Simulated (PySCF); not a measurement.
**Assigning NMR signals**

Geometry:
| atom | x (Å) | y (Å) | z (Å) |
| --- | --- | --- | --- |
| C1 | 2.058 | 0.020 | 0.042 |
| C2 | 0.617 | -0.098 | 0.039 |
| N3 | -0.529 | -0.193 | 0.028 |
| B4 | -2.132 | -0.332 | -0.016 |
| F5 | -2.565 | -0.200 | 1.290 |
| H6 | 2.377 | 0.636 | 0.894 |
| H7 | 2.391 | 0.500 | -0.890 |
| H8 | 2.520 | -0.975 | 0.122 |
| H9 | -2.277 | -1.449 | -0.506 |
| H10 | -2.447 | 0.588 | -0.768 |

- B3LYP/pcJ-1 coupling constants (spin–dipole term only in couplings to heteroatoms)
- PBE0-D3(BJ)/def2-SVP geometry
- HF/pcSseg-2 with gauge-including orbitals
- program: PySCF 2.14.0 with density-fitted response routines
- no solvent, one conformer, equivalent nuclei averaged, non-relativistic

Referencing at the same level of theory: $^{13}$C (191.47 ppm), $^{1}$H (31.68 ppm) vs TMS.

Q: Assign these signals to the numbered atoms. $^{13}$C{$^{1}$H} NMR (computed): δ 125.1 (C, d, J = 4.2 Hz), 1.0 (CH3).

A: 
125.1 → C2, nitrilium-type carbon
1.0 → C1, methyl carbon α to a nitrile: saturated and bonded to C and H only

Q: Assign these signals to the numbered atoms. $^{1}$H NMR (400 MHz, computed): δ 2.99 (br, 2H), 2.28 (d, J = 1.8 Hz, 3H).

A: 
```tsv
δ (ppm)	atoms	environment	reason
2.99	H9/H10	hydrogen on a boron bonded to F, N	–
2.28	H6/H7/H8	hydrogen on a methyl carbon α to a nitrile	–
```

Hydrogens on boron are broadened and split by $^{11}$B (spin 3/2, 80 %) and 10B (spin 3). C–F couplings over four or more bonds (about 3 Hz to the para carbon of a fluoroarene) are left out. Splittings below 1 Hz are ignored in the labels, and close J values are merged. Shifts are as computed, not scaled to solution data. Of 1211 compounds with measured shifts, 218 miss one by over three times the rms of a fit or turn the order of signals round; such compounds aren't used in these exercises.
